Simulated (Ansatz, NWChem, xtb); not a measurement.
**Ligand exchange: InH2(NH2) + C2H8Si → SiH3(InH2) + C2H7N**

Species: InH2(NH2), singlet; C2H8Si `CC[SiH3]`, singlet; SiH3(InH2), singlet; C2H7N (ethanamine) `CCN`, singlet. The partners trade NH2 for SiH3: In–NH2 and C–SiH3 bonds give way to In–SiH3 and C–NH2.

Shapes, held fixed at every level: PBE0-D4/def2-TZVP. Flexible molecules stand in one conformer, not always the lowest. Programs: Ansatz 0.2.0, xtb 6.7.1. Electronic energies: no zero-point or thermal term.

```json
{"level": "GFN0-xTB", "kind": "semi-empirical", "ΔE (kJ/mol)": "-58.9", "less CCSD(T)/def2-TZVPP": "-116.2"}
{"level": "HF/def2-TZVPP", "kind": "Hartree–Fock", "ΔE (kJ/mol)": "+47.9", "less CCSD(T)/def2-TZVPP": "-9.4"}
{"level": "PBE-D4/def2-TZVPP", "kind": "GGA", "ΔE (kJ/mol)": "+45.9", "less CCSD(T)/def2-TZVPP": "-11.4"}
{"level": "B3LYP-D4/def2-TZVPP", "kind": "global hybrid", "ΔE (kJ/mol)": "+53.6", "less CCSD(T)/def2-TZVPP": "-3.7"}
{"level": "BHLYP-D4/def2-TZVPP", "kind": "global hybrid", "ΔE (kJ/mol)": "+52.0", "less CCSD(T)/def2-TZVPP": "-5.3"}
{"level": "B2PLYP/def2-TZVPP", "kind": "double hybrid", "ΔE (kJ/mol)": "+58.5", "less CCSD(T)/def2-TZVPP": "+1.2"}
{"level": "MP2/def2-SVP", "kind": "perturbation theory", "ΔE (kJ/mol)": "+50.9", "less CCSD(T)/def2-TZVPP": "-6.4"}
{"level": "MP2/def2-TZVPP", "kind": "perturbation theory", "ΔE (kJ/mol)": "+67.1", "less CCSD(T)/def2-TZVPP": "+9.8"}
{"level": "CCSD(T)/def2-TZVPP", "kind": "coupled cluster or CI", "ΔE (kJ/mol)": "+57.3", "less CCSD(T)/def2-TZVPP": "0.0"}
```

The highest level, CCSD(T)/def2-TZVPP, gives ΔE = +57.3 kJ/mol; the levels span -58.9 to +67.1. They disagree on the sign: 8 of 9 are positive. GFN0-xTB strays far from the other rows. The column of differences is taken from that level and isn't an error. No measured value is set beside it here. For atoms past krypton def2 sets carry core potentials with scalar relativity. Correlated rows may include outer-core shells of In, which these sets cover unevenly.
